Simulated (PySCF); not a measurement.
PySCF input file for SeCl₂, SMILES Cl[Se]Cl, KT2/pcSseg-2. Coordinates come from a PBE0-D3(BJ)/def2-TZVP optimisation. The isomer is the one that the SMILES or the coordinates give; other isomers of the formula were not compared.

```python
import numpy as np
from pyscf import gto, scf, dft
from pyscf.prop.nmr import rks as nmr

mol = gto.M(
    atom='''
    Se    0.00000000    0.00000000    0.67937330
    Cl    0.00000000   -1.66225693   -0.67937331
    Cl    0.00000000    1.66225693   -0.67937331
    ''',
    basis='pcSseg-2',
    charge=0,
    spin=0,
    max_memory=1600,
    verbose=3,
)
mf = dft.RKS(mol, xc='kt2')
mf.grids.level = 3
mf.conv_tol = 1e-10
mf.max_cycle = 100
mf.kernel()
n = nmr.NMR(mf)
n.verbose = 2
n.max_cycle_cphf = 60
sigma = n.kernel()
print('atom   isotropic/ppm   span/ppm')
for i, s in enumerate(sigma):
    w = np.linalg.eigvalsh((s + s.T) / 2)
    print(f'{mol.atom_symbol(i):2s}{i + 1:3d} {w.mean():14.3f} {w[2] - w[0]:11.3f}')
```

Output:

```
converged SCF energy = -3338.20310485884
atom   isotropic/ppm   span/ppm
Se  1       -319.377     750.250
Cl  2        768.683    1007.853
Cl  3        768.683    1007.853
```

The calculation finished and met its thresholds.
